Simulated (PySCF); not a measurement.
Several structures and their simulated spectra, in scrambled order.

A. SMILES C=CP=C(C(F)(F)F)C(F)(F)F
B. `InChI=1S/C5H6F3NO/c1-9-4(10-2)3-5(6,7)8/h3H,1H2,2H3/b4-3-`
C. `InChI=1S/C4H9OP/c1-4(2)6(3)5/h6H,1H2,2-3H3`
D. `FC(P(C)C(F)=C(F)F)=C(F)F`

Spectrum 1. ¹H NMR (500 MHz, computed): δ 7.84 (d, 1H), 7.26 (d, 1H), 4.28 (m, 1H), 3.98 (s, 3H). ¹³C{¹H} NMR (computed): δ 172.8 (C), 157.1 (CH2), 133.4 (C), 83.9 (CH), 56.1 (CH3).

Spectrum 2. ¹H NMR (500 MHz, computed): δ 1.65 (m, 3H). ¹³C{¹H} NMR (computed): δ 168.6 (C), 133.1 (C), 8.2 (CH3).

Spectrum 3. ¹H NMR (500 MHz, computed): δ 8.48 (m, 1H), 7.13 (m, 1H), 6.85 (m, 1H). ¹³C{¹H} NMR (computed): δ 175.6 (C), 152.9 (CH), 152.9 (CH2), 132.3 (C), 130.2 (C).

Spectrum 4. ¹H NMR (500 MHz, computed): δ 7.24 (m, 1H), 6.55 (m, 1H), 6.35 (m, 1H), 1.78 (m, 3H), 1.32 (m, 3H). ¹³C{¹H} NMR (computed): δ 148.0 (C), 137.7 (CH2), 18.3 (CH3), 17.4 (CH3).

- geometry: GFN2-xTB
- shieldings: GIAO PBE0/pcSseg-1
- program: PySCF 2.14
- relativity neglected, one conformer, equivalent nuclei averaged, in vacuum

Chemical shifts δ = σref − σ; TMS for ¹H (31.72 ppm) and ¹³C (186.93 ppm), all at this level. Splittings of carbon signals by F and P are missing where no couplings were computed. Where no couplings were computed, multiplicities follow the n + 1 count of equivalent neighbours, and m marks all less simple cases (inequivalent or close neighbours, rings, F or P nearby). Shifts are as computed. Against solution values, carbons near 30 ppm lie about +3 ppm off and those near 130 ppm about +5 ppm. Of 1211 compounds with measured shifts, 218 miss one by over three times the rms of a fit or turn the order of signals round; such compounds aren't used in these exercises.

Match each spectrum to its structure.

Results:

1–B, 2–D, 3–A, 4–C.

- Spectrum 1 (B): 5 ¹³C signals; δC 172.8 is an alkene carbon bearing oxygen; δC 133.4 is a CF3 carbon.
- Spectrum 2 (D): 3 ¹³C signals; δC 133.1 is a fully substituted alkene carbon; δC 168.6 is a fully substituted alkene carbon.
- Spectrum 3 (A): 5 ¹³C signals; δC 152.9 is an alkene CH; δC 152.9 is a terminal =CH2 carbon.
- Spectrum 4 (C): 4 ¹³C signals; δC 148.0 is a fully substituted alkene carbon; δC 137.7 is a terminal =CH2 carbon.
